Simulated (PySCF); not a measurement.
## Ionising KB

PBE0; PySCF, spin-free X2C with a Gaussian nucleus, basis sets K x2c-SVPall, B x2c-SVPall. Neutral (UKS): triplet (σ ↑, π ↑), Re = 2.870 Å, ωe = 270 cm⁻¹, De = 0.94 eV, HOMO -3.31 eV, LUMO -1.39 eV.

KB⁺ (UKS): doublet (σ ↑), Re = 3.401 Å, ωe = 133 cm⁻¹, De = 0.34 eV to K⁺ + B. The energies at the minima are -626.58912 hartree for KB and -626.40621 for KB⁺.

(1) Work out the adiabatic ionisation energy, without and with harmonic zero-point energies (1 hartree = 27.2114 eV, 1 eV = 8065.5 cm⁻¹), and the change of the bond length.

Weak bonds: KB⁺. Basis-set superposition, not corrected here, can be much of De in a small basis, most of all at correlated wavefunction levels. For an ion De counts to the pair picked by the measured ionisation energies or electron affinities, which need not be the lowest pair at this level. States were picked by a PBE0 search and need not be the measured ground states.

## Answers

(1) At PBE0: 0.18291 hartree = 4.977 eV between the minima; the zero-point term (133.0 − 270.0)/2 cm⁻¹ = -0.008 eV makes it 4.969 eV. Re changes by +53.1 pm against the neutral. The electron leaves a π orbital, and the ion is left as a loose complex of an ion and an atom.
